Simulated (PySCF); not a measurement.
# Bonding in `CCP(CO)C(F)(F)F`

Species: C4H8F3OP.
Atom-mapped SMILES: `[CH3:1][CH2:2][P:3]([CH2:4][OH:5])[C:6]([F:7])([F:8])[F:9]` (hydrogens: H10, H11, H12 on C1; H13, H14 on C2; H15, H16 on C4; H17 on O5)

Cartesian coordinates in Å at the GFN2-xTB level; atoms count from 1:
```
atom  x, y, z in Å
C1    -2.1870   -0.3853    0.1951
C2    -0.7786   -0.9270    0.4146
P3     0.4058    0.4539    0.7960
C4     0.6577    1.1531   -0.9349
O5    -0.3768    2.0422   -1.2624
C6     1.9634   -0.6193    0.7417
F7     2.0110   -1.4699    1.7748
F8     3.0685    0.1394    0.8028
F9     2.0798   -1.3661   -0.3718
H10   -2.1968    0.3387   -0.6166
H11   -2.8636   -1.1984   -0.0576
H12   -2.5549    0.1020    1.0954
H13   -0.7664   -1.6109    1.2690
H14   -0.4335   -1.4675   -0.4723
H15    1.6424    1.6402   -0.9815
H16    0.6204    0.3477   -1.6760
H17   -0.2983    2.8392   -0.7261
```

Bond orders from the PBE0/pcSseg-1 density (PySCF). Geometry: GFN2-xTB, one conformer, isolated molecule.

Q: Where do the orders between heavy atoms depart from those drawn in the SMILES?

A: The largest departure is 0.102, at P3–C6 (drawn single, 0.898).

Q: Set the Mayer orders of the bonds beside their lengths.

A: 
```csv
bond,drawn as,length (Å),Mayer order
C1–C2,single,1.525,1.046
C2–P3,single,1.859,0.956
P3–C4,single,1.884,0.926
C4–O5,single,1.403,0.927
P3–C6,single,1.892,0.898
C6–F7,single,1.339,0.981
C6–F8,single,1.342,0.977
C6–F9,single,1.346,0.951
C1–H10,single,1.088,0.955
C1–H11,single,1.088,0.963
C1–H12,single,1.088,0.963
C2–H13,single,1.095,0.940
C2–H14,single,1.094,0.928
C4–H15,single,1.100,0.941
C4–H16,single,1.095,0.927
O5–H17,single,0.964,0.946
```

By pair of heavy elements: C–P: lowest P3–C6 (0.898, 1.892 Å), highest C2–P3 (0.956, 1.859 Å). C–F: lowest C6–F9 (0.951, 1.346 Å), highest C6–F7 (0.981, 1.339 Å).

Q: Sum the orders of all bonds at each heavy atom with more than one neighbour and set the sums beside the valence in the SMILES.

A: C1 3.927 (drawn 4), C2 3.870 (drawn 4), P3 2.780 (drawn 3), C4 3.721 (drawn 4), O5 1.873 (drawn 2), C6 3.807 (drawn 4). Orders between atoms that aren't bonded are not in these sums.

The Mayer order sums products of elements of PS (density times overlap matrix) between the two atoms' basis functions, so it depends on the basis set.
